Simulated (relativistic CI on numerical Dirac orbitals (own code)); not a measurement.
**Se17+: computed level list**

Computed by Dirac-Coulomb-Breit CI, orbitals from a KLI potential per configuration, model QED (radiative potential, 1s self-energy scaled to tabulated hydrogen-like ionisation energies), unscaled Slater integrals (own radial code, finite nucleus).

Configurations in the expansion (outside the closed core [Ne]): 3s2 3p5, 3s 3p6, 3s2 3p4 3d, 3s 3p5 3d, 3p6 3d, 3s 3p4 3d2, 3s2 3p4 4s, 3s2 3p3 3d 4p, 3p6 4s, 3s2 3p4 4p, 3p6 4p, 3s 3p4 3d 4s, 3s2 3p3 3d2, 3s2 3p2 3d3, 3s 3p3 3d3, 3s2 3p2 3d2 4s, 3s2 3p2 3d2 4p. Double excitations out of closed p, d and f shells are left out; levels of such configurations are missing from the list, as are those of other unlisted configurations, and high levels can miss mixing partners.

The lowest level is 3s2 3p5 2P°_3/2, with 97 % of that term; Hund's rules for 3s2 3p5 give 2P° with J = 3/2, in agreement.

```tsv
No.	Configuration	Term	J	E (eV)	%	Next component (%)	Landé g
1	3s2 3p5	2P°	3/2	0.000	97	2 3s2 3p3 3d2 2P°	1.332
2	3s2 3p5	2P°	1/2	8.107	97	2 3s2 3p3 3d2 2P°	0.663
3	3s 3p6	2S	1/2	62.149	72	26 3s2 3p4 3d 2S	2.001
4	3s2 3p4 3d	4D	5/2	78.899	82	7 2D	1.345
5	3s2 3p4 3d	4D	3/2	79.228	76	11 2D	1.184
6	3s2 3p4 3d	4D	7/2	79.538	85	9 4F	1.399
7	3s2 3p4 3d	4D	1/2	80.304	70	22 2P	0.294
8	3s2 3p4 3d	4F	9/2	84.442	84	14 2G	1.299
9	3s2 3p4 3d	4F	7/2	85.833	44	29 2F	1.136
10	3s2 3p4 3d	2P	1/2	86.428	70	26 4D	0.526
11	3s2 3p4 3d	2D	3/2	87.343	45	21 4F	0.966
12	3s2 3p4 3d	4P	1/2	88.510	88	5 2P	2.490
13	3s2 3p4 3d	4F	5/2	88.990	86	6 2D	1.046
14	3s2 3p4 3d	2P	3/2	89.271	38	18 4P	1.172
15	3s2 3p4 3d	4F	3/2	89.994	49	30 2D	0.736
16	3s2 3p4 3d	4F	7/2	91.363	42	33 2F	1.166
17	3s2 3p4 3d	4P	5/2	91.387	55	29 2D	1.373
18	3s2 3p4 3d	4P	3/2	92.720	43	38 2P	1.414
19	3s2 3p4 3d	2D	5/2	93.799	56	25 4P	1.301
20	3s2 3p4 3d	2G	7/2	94.449	59	37 2F	0.993
21	3s2 3p4 3d	2G	9/2	95.170	84	14 4F	1.142
22	3s2 3p4 3d	2F	5/2	95.741	84	7 2D	0.931
23	3s2 3p4 3d	2F	5/2	99.766	77	16 2D	0.932
24	3s2 3p4 3d	2F	7/2	101.938	92	2 2G	1.140
25	3s2 3p4 3d	2D	3/2	106.027	79	8 2P	0.817
26	3s2 3p4 3d	2D	5/2	109.755	76	10 2F	1.183
27	3s2 3p4 3d	2S	1/2	110.279	67	23 3s 3p6 2S	1.958
28	3s2 3p4 3d	2P	3/2	114.699	78	18 2D	1.234
29	3s2 3p4 3d	2D	5/2	115.386	94	2 2F	1.192
30	3s2 3p4 3d	2P	1/2	117.732	93	3 2S	0.723
31	3s2 3p4 3d	2D	3/2	122.508	83	12 2P	0.863
32	3s 3p5 3d	4P°	1/2	138.232	83	15 3s2 3p3 3d2 4P°	2.644
33	3s 3p5 3d	4P°	3/2	139.421	80	15 3s2 3p3 3d2 4P°	1.714
34	3s 3p5 3d	4P°	5/2	141.684	76	15 3s2 3p3 3d2 4P°	1.579
35	3s 3p5 3d	4F°	9/2	145.094	86	13 3s2 3p3 3d2 4F°	1.332
36	3s 3p5 3d	4F°	7/2	145.680	75	12 3s2 3p3 3d2 4F°	1.245
37	3s 3p5 3d	4F°	5/2	146.977	71	12 3s2 3p3 3d2 4F°	1.062
38	3s 3p5 3d	4F°	3/2	148.496	71	12 3s2 3p3 3d2 4F°	0.506
39	3s 3p5 3d	4D°	7/2	152.232	49	32 2F°	1.313
40	3s 3p5 3d	4D°	1/2	152.366	65	16 3s2 3p3 3d2 4D°	0.088
41	3s 3p5 3d	4D°	5/2	153.532	49	17 2D°	1.280
42	3s 3p5 3d	4D°	3/2	153.735	63	14 3s2 3p3 3d2 4D°	1.120
43	3s 3p5 3d	2F°	7/2	153.852	46	24 4D°	1.236
44	3s 3p5 3d	2D°	5/2	155.201	39	26 2F°	1.116
45	3s 3p5 3d	2D°	3/2	156.175	56	18 2P°	0.931
```

Energies count from the lowest computed level; ° marks odd parity.

The mean weight of the leading LS term, summed over parents, in these 45 levels is 70 %, and that of the leading jj configuration (from the same eigenvectors) 61 %.

At this charge energies of transitions that change n are usually good to better than 1 %, and those within a shell (Δn = 0) to a few per cent.

LS names give the leading component of a level, which can be under half, so a name can repeat, a term be missing and a line seem to break the LS rules.
